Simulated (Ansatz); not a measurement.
Geometry optimisation of CrBr₂.

```yaml
crystal:
  periodic: [false, false, false]
  atoms:
    - {symbol: Cr, position_ang: [-0.000260, -0.000150, -0.000410]}
    - {symbol: Br, position_ang: [-0.015390, -0.019420, 2.271160]}
    - {symbol: Br, position_ang: [0.015650, 0.019570, -2.270750]}
basis:
  gaussian: {orbitals: def2-TZVP}
magnetization: {spin_polarized: true, initial_magnetization: 4}
hamiltonian: {xc: pbe, dispersion: d4}
scf: {lower_state_search: "off"}
output: {orbitals: {seedname: orbitals}}
relax: {f_tol: 0.02, max_steps: 100}
```

```sh
$ ansatz run in.yaml --threads 2 --pin off --events-out ev --progress --plain --max-ram 4352MiB
```

Output, abridged:

```
Functional definition: PBE
mean field -168489.81622896 eV, -6191.8865399148 hartree, gradient 8.7e-7 eV, S^2 6.090150; 0 other end points of the search recorded, 0 dependent functions left out
relax step   1: F+E_penalty+E_count = -168489.90856363 eV  Δ(F+E_penalty+E_count) = +0.000e0 eV  max|allowed force component| = 7.340e-1 eV/Å  Δτ_max = 0.0000 Å  (48 SCF iters, accepted)
mean field -168489.85613245 eV, -6191.8880063411 hartree, gradient 6.2e-7 eV, S^2 6.103633; 0 other end points of the search recorded, 0 dependent functions left out
relax step   2: F+E_penalty+E_count = -168489.94689415 eV  Δ(F+E_penalty+E_count) = -3.833e-2 eV  max|allowed force component| = 7.081e-2 eV/Å  Δτ_max = 0.0498 Å  (24 SCF iters, accepted)
mean field -168489.85671638 eV, -6191.8880278002 hartree, gradient 1.7e-6 eV, S^2 6.105318; 0 other end points of the search recorded, 0 dependent functions left out
relax step   3: F+E_penalty+E_count = -168489.94730296 eV  Δ(F+E_penalty+E_count) = -4.088e-4 eV  max|allowed force component| = 2.690e-3 eV/Å  Δτ_max = 0.0058 Å  (25 SCF iters, accepted)
Total energy: -168489.94734400 eV, -6191.8913583038 hartree
Atom 0 at    -0.000110    -0.000064    -0.000010 Å, force     0.000131     0.000075     0.000290 eV/Å
Atom 1 at    -0.015844    -0.019938     2.326331 Å, force    -0.000083    -0.000060     0.002400 eV/Å
Atom 2 at     0.015953     0.020002    -2.326321 Å, force    -0.000048    -0.000016    -0.002690 eV/Å
Dipole moment:    -0.000073    -0.000043    -0.000026 e Å
Checks for a lower state left out: stability, starts, cluster_reference, orbital_swaps, neighbouring_geometries, increment
```

Run time 14 s (2 threads of Intel Xeon Platinum 8259CL on a shared host).

The gap within one spin of the charge 0 quintet nearly closes, so an electron or hole may be smeared out by delocalisation error.
